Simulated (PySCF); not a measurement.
# Magnetic susceptibility: `C#C[C@@]12C=C[C@@H](C=C1F)C2`, C$_{9}$H$_{7}$F

Geometry (Å), atoms numbered from 1 in this order:
```xyz
17

C     3.034   -0.073   -1.135
C     1.923   -0.058   -0.689
C     0.598   -0.032   -0.137
C     0.177   -1.228    0.727
C    -1.141   -1.187    0.833
C    -1.626    0.031    0.054
C    -1.101    1.243    0.810
C     0.217    1.195    0.695
F     1.136    2.005    1.224
C    -0.612   -0.008   -1.104
H     4.005   -0.086   -1.530
H     0.883   -1.913    1.154
H    -1.791   -1.841    1.380
H    -2.682    0.053   -0.195
H    -1.708    1.938    1.356
H    -0.636    0.878   -1.739
H    -0.681   -0.907   -1.715
```

Theory: GIAO B3LYP/pcSseg-1 magnetisability, rotational g tensor and spin-rotation constants, non-relativistic, gas phase (PySCF 2.14.0). Geometry: GFN2-xTB.

Q: How diamagnetic is it, and how anisotropic?

A: Isotropic -1271 × 10⁻³⁰ J/T², or -76.5 × 10⁻⁶ cm³/mol; principal values -1406, -1237, -1169 × 10⁻³⁰ J/T², anisotropy 212 × 10⁻³⁰ J/T² (root of half the summed squared differences of the principal values). The susceptibility is in cgs units.

Q: Split it along the inertial axes a, b, c into diamagnetic and paramagnetic parts about the centre of mass, with the quadrupole moment.

A: 
```
axis  χ (10⁻⁶ cm³/mol)  diamagnetic (10⁻⁶ cm³/mol)  paramagnetic (10⁻⁶ cm³/mol)  summed x² of all electrons (Å²)  quadrupole Θ (D Å)
   a             -71.8                      -647.7                        575.9                            172.8               +8.85
   b             -78.5                      -941.9                        863.4                            103.4               -6.87
   c             -79.3                     -1171.7                       1092.4                             49.3               -1.98
```
Anisotropies 2χaa − χbb − χcc = +14.2 and 2χbb − χaa − χcc = -6.0 × 10⁻⁶ cm³/mol. Θ is traceless in Buckingham's convention.

Q: And the rotational g tensor?

A: 
| axis | rotational constant (GHz) | g | nuclear part | electronic part |
| --- | --- | --- | --- | --- |
| a | 2.1565 | -0.0328 | 0.5507 | -0.5835 |
| b | 1.4343 | -0.0110 | 0.5707 | -0.5818 |
| c | 1.0888 | -0.0095 | 0.5493 | -0.5588 |

Asymmetric top; isotopes 12C, 19F, 1H; no vibrational averaging.
